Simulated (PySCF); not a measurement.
C2H7AlFN, SMILES C[CH2][Al]([NH2])[F]. Atoms are numbered in the order given.

```xyz
12

Al    -0.0745     0.5604     0.0000
F     -1.0622     1.9111     0.0000
C     -0.8438    -1.2334     0.0000
C      0.1801    -2.3806     0.0000
H     -1.5154    -1.3163    -0.8747
H     -1.5154    -1.3163     0.8747
H      0.8361    -2.3432     0.8859
H      0.8361    -2.3432    -0.8859
H     -0.3042    -3.3719     0.0000
N      1.6691     0.8559     0.0000
H      2.1113     1.7702     0.0000
H      2.3776     0.1285     0.0000
```
Charge 0, spin multiplicity 1.

Geometry optimised at B3LYP-D3(BJ)/def2-SVP. The structure was generated by enumeration; whether it is a known compound was not checked. One conformer was computed; it need not be the lowest.

Computed with B3LYP-D3(BJ)/def2-SVP run with PySCF.

Frequencies are harmonic and unscaled.

Computed vibrational spectrum:
| mode | ν (cm⁻¹) | IR (km/mol) | Raman (Å⁴/amu) | depolarisation | moving atoms (share of kinetic energy) |
|---|---|---|---|---|---|
| 1 | 47 | 1.0 | 0.0 | – | H 43 %, C 35 %, F 16 % |
| 2 | 103 | 1.5 | 0.7 | 0.75 | N 29 %, C 28 %, H 26 %, Al 9 % |
| 3 | 167 | 6.5 | 0.4 | 0.75 | H 63 %, Al 22 % |
| 4 | 216 | 16.3 | 1.0 | 0.60 | F 42 %, H 18 %, N 17 %, Al 13 %, C 9 % |
| 5 | 265 | 15.9 | 0.6 | 0.75 | H 50 %, Al 35 % |
| 6 | 281 | 5.0 | 1.4 | 0.43 | C 45 %, H 22 %, F 17 %, Al 15 % |
| 7 | 376 | 0.9 | 0.1 | 0.75 | H 96 % |
| 8 | 429 | 178.0 | 0.3 | 0.75 | H 81 %, N 18 % |
| 9 | 566 | 9.2 | 16.4 | 0.09 | C 47 %, H 20 %, N 16 %, F 8 % |
| 10 | 607 | 29.4 | 0.8 | 0.75 | H 73 %, C 21 % |
| 11 | 639 | 44.1 | 1.2 | 0.36 | H 68 %, N 22 %, F 9 % |
| 12 | 815 | 148.7 | 3.1 | 0.31 | Al 42 %, N 25 %, F 19 %, H 10 % |
| 13 | 900 | 113.0 | 3.7 | 0.51 | Al 47 %, F 26 %, N 17 %, H 10 % |
| 14 | 928 | 2.6 | 0.2 | 0.75 | H 92 % |
| 15 | 962 | 16.5 | 3.2 | 0.27 | H 77 %, C 17 % |
| 16 | 1028 | 24.9 | 4.7 | 0.58 | C 72 %, H 27 % |
| 17 | 1224 | 3.4 | 4.8 | 0.13 | H 60 %, C 39 % |
| 18 | 1242 | 2.1 | 2.6 | 0.75 | H 77 %, C 23 % |
| 19 | 1398 | 3.3 | 4.3 | 0.74 | H 83 %, C 17 % |
| 20 | 1428 | 4.5 | 12.6 | 0.74 | H 91 %, C 9 % |
| 21 | 1475 | 4.9 | 14.6 | 0.73 | H 96 % |
| 22 | 1483 | 5.7 | 19.2 | 0.75 | H 97 % |
| 23 | 1525 | 52.5 | 3.6 | 0.75 | H 89 %, N 11 % |
| 24 | 3013 | 37.0 | 35.7 | 0.72 | H 95 % |
| 25 | 3014 | 15.2 | 214.6 | 0.01 | H 96 % |
| 26 | 3051 | 5.1 | 119.2 | 0.75 | H 91 %, C 9 % |
| 27 | 3084 | 31.1 | 103.1 | 0.67 | H 91 %, C 9 % |
| 28 | 3092 | 33.4 | 30.8 | 0.75 | H 91 %, C 9 % |
| 29 | 3575 | 23.3 | 148.2 | 0.12 | H 96 % |
| 30 | 3660 | 22.9 | 87.8 | 0.71 | H 91 %, N 9 % |
